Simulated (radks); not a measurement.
Problem. These are the eigenvalues of the occupied orbitals of an atom or ion with whole-number occupations (eV). All-electron calculation, scalar-relativistic Kohn-Sham, SCAN, spin-unpolarised, spherical densities, finite nucleus; meta-GGA in the generalised Kohn-Sham scheme; Fermi nuclear charge, rms radius of each element as measured or else 0.836 A^(1/3) + 0.57 fm. Program: a radial shooting solver on a logarithmic mesh with Libxc functionals.

| orbital | eigenvalue |
|---|---|
| 1s | -3967.612 |
| 2s | -421.2735 |
| 2p | -339.3070 |
| 3s | -48.9643 |
| 3p | -28.9467 |
| 4s | -3.8418 |

Which element is it, and in what charge state? The configuration may be excited.

Solution. Z = 20, calcium, charge 0: Ca in [Ar] 4s2. The list shows which subshells hold electrons but not how many an open one holds; the 1s level, -145.81 hartree, gives Z - s = 17.1 by -(Z - s)^2/2, which with screening and relativity narrows Z to a few neighbours, and the depths of the outer levels then fix element, charge and occupations together.
